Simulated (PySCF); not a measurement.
# TlF3(NH3) at several levels of theory

Computed with PySCF 2.14.0 (density fitting, no spin-orbit coupling) at the geometry relaxed with PBE0:

```xyz
8
TlF3(NH3) (singlet)
Tl    0.0594   -0.0594    0.0594
F     0.9140    1.4756    1.0863
F    -1.4756   -1.0863    0.9140
F     1.0863   -0.9140   -1.4756
N    -1.3284    1.3284   -1.3284
H    -1.5434    2.2064   -0.8551
H    -0.8551    1.5434   -2.2064
H    -2.2064    0.8551   -1.5434
```

```tsv
level	basis	state	HOMO (eV)	gap (eV)	charge on Tl1 (e)	dipole about the centre of mass (D)	largest force component (eV/Å)
PBE0	Tl def2-SVP with ECP60, F def2-SVP, N def2-SVP, H def2-SVP	singlet	-9.48	6.51	1.01	5.76	0.02
PBE0	Tl def2-TZVP with ECP60, F def2-TZVP, N def2-TZVP, H def2-TZVP	singlet	-9.87	6.57	1.23	5.72	0.23
```

Charges are Mulliken's, which hang on the basis. The relaxation used the grid (50, 194), these runs (75, 302) or, all-electron (x2c bases, spin-free X2C Hamiltonian), (99, 590).

Question: A further run in the first row's basis gives HOMO (eV) -14.37, gap (eV) 14.92, charge on Tl1 (e) 1.54, dipole about the centre of mass (D) 5.74, largest force component (eV/Å) 0.47. Which level was it?
A. revPBE
B. HF

Answer: B. The others give HOMO -7.40 eV (revPBE).

In the first row's basis the gap widens with exact exchange: 3.7 eV for revPBE (none); 6.5 eV for PBE0 (a fixed share); 14.9 eV for Hartree–Fock (rising or full at long range).
